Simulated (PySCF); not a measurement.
Si(Cl)(I)2(OH) (ClHI₂OSi), SMILES I[Si](Cl)(I)O. Geometry optimised at B3LYP-D3(BJ)/def2-SVP. The structure was generated by enumeration, and PubChem lists no compound with its InChIKey, so it may never have been made. The def2 effective core potentials stand for the cores of I; spin–orbit coupling is left out. The values are those of a single conformer.

Computed equilibrium geometry at B3LYP-D3(BJ)/def2-SVP (PySCF confirms it by a frequency run) as Cartesian coordinates in Å (one conformer of several):
```xyz
6

O     -1.5778    -1.2782    -1.0106
Si    -0.5674    -0.5715     0.0799
Cl    -0.8641    -1.3604     1.9660
I      1.6989    -1.0488    -0.6769
I     -0.9860     1.8501     0.1949
H     -2.5258    -1.1163    -0.9084
```
Charge 0, spin multiplicity 1.
